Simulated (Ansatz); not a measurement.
`[F][Ti]([F])([Cl])[Br]` + HI → `[F][Ti]([F])([Cl])[I]` + HBr at 500 K and 1 bar (ligand exchange at a Ti–Br bond).

Gas-phase electronic energies from Ansatz, PBE0-D4/def2-TZVP geometries. CCSD(T)/CBS is the MP2 limit (def2-TZVPP, def2-QZVPP) plus CCSD(T) − MP2 in def2-TZVPP, frozen cores. def2 core potentials past Kr. For Br, I, Ti outer-core shells are correlated without core-valence functions, which leaves a few kJ/mol of doubt a bond. Scalar relativity is left out up to krypton.

```tsv
species	CCSD(T)/CBS energy (Eh)	H − E (kJ/mol)	S (J/(mol·K))
`[F][Ti]([F])([Cl])[Br]`	-4081.86855	58.8	411.5
HI	-298.03592	28.6	221.6
`[F][Ti]([F])([Cl])[I]`	-1805.98222	58.6	420.3
HBr	-2573.91920	30.5	213.7
```

H − E and S are ideal-gas, rigid-rotor, harmonic terms from PBE0-D4/def2-TZVP. 1 Eh = 2625.50 kJ/mol, R = 8.31446 J/(mol·K).

Q: By hand: ΔE, ΔH, ΔS and ΔG.

A: ΔE = (-1805.98222) + (-2573.91920) − (-4081.86855) − (-298.03592) = 0.00305 Eh = 8.0 kJ/mol. Δ(H − E) = 58.6 + 30.5 − 58.8 − 28.6 = 1.7, so ΔH = 9.7 kJ/mol. ΔS = 420.3 + 213.7 − 411.5 − 221.6 = 0.9 J/(mol·K). ΔG = 9.7 − 500 × (0.9)/1000 = 9.2 kJ/mol.

Q: By hand: the equilibrium constant, and the temperature at which ΔG would vanish if ΔH and ΔS stayed fixed.

A: log₁₀ K = −ΔG/(RT ln 10) = -1.0. ΔG = 0 at ΔH/ΔS = 10778 K, far beyond where these terms or the molecules hold.

The number of gas molecules stays the same, so ΔS is small and ΔH decides. A doubt of 5 kJ/mol in ΔE shifts log₁₀ K by 0.5 here. These are equilibria of isolated gas molecules and say nothing of rates. Largest T1 diagnostic: 0.023 (customary marks: 0.02 for closed shells, 0.045 for open ones).
